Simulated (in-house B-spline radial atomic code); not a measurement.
## Ionising Co with different functionals

Computed with a radial B-spline atomic code at the basis-set limit: scalar-relativistic (spin-free X2C) Hamiltonian, Fermi nucleus of rms radius 3.7875 fm, spin-polarised at highest spin, spherical fractional occupations for the functionals, the average over the highest-spin determinants for Hartree-Fock. The ionisation energy is the difference of two self-consistent energies, [Ar] 3d7 4s2 → [Ar] 3d8, without Breit or QED terms; ε is the level of the shell that loses the electron (its least bound occupied spin orbital). The two configurations differ by more than the removed electron.

Hybrids are left out here: with spherical fractional occupations of an open shell their exact exchange keeps a self-interaction that integer-occupation calculations don't have.

```csv
method,rung,ΔSCF (eV),-ε(4s) (eV)
Hartree-Fock,Hartree-Fock,8.23,7.07
LDA VWN5,LDA,7.88,5.38
LDA PW92,LDA,7.89,5.38
LDA exchange-only,LDA,7.44,4.33
PBE,GGA,7.73,5.17
PBEsol,GGA,7.67,5.19
BLYP,GGA,7.85,5.15
RPBE,GGA,7.60,5.10
PW91,GGA,7.74,5.23
BP86,GGA,7.88,5.35
AM05,GGA,7.59,5.14
OLYP,GGA,7.22,4.89
TPSS,meta-GGA,7.50,5.14
SCAN,meta-GGA,8.10,5.41
r2SCAN,meta-GGA,7.89,5.40
revTPSS,meta-GGA,7.61,5.18
```

Problem. How do they compare with the NIST value?

Solution. NIST lists 7.881 eV (measured, ground level to ground level). Errors run from -0.66 to +0.35 eV; BP86 is closest (-0.00 eV), but part of that can be cancellation, since the calculations leave out spin-orbit coupling, Breit-QED terms, multiplet and fine-structure energies. Hartree-Fock also lacks correlation.
